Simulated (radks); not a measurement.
Values are calculated unless marked as measured or tabulated.
Species: Ne. Configuration: [Ne]. Level of theory: scalar-relativistic Kohn-Sham, r2SCAN, spin-polarised, spherical densities, finite nucleus; meta-GGA in the generalised Kohn-Sham scheme; Fermi nuclear charge, rms radius 3.0055 fm (a radial shooting solver on a logarithmic mesh with Libxc functionals).

X-ray form factor f0, the Fourier transform of the density (f0(0) = 10):

| sin(theta)/lambda (1/angstrom) | f0 (electrons) |
|---|---|
| 0.05 | 9.826 |
| 0.1 | 9.337 |
| 0.15 | 8.619 |
| 0.2 | 7.777 |
| 0.25 | 6.902 |
| 0.3 | 6.060 |
| 0.4 | 4.615 |
| 0.5 | 3.546 |
| 0.6 | 2.806 |
| 0.8 | 1.984 |
| 1 | 1.615 |
| 1.25 | 1.381 |
| 1.5 | 1.217 |
| 2 | 0.927 |
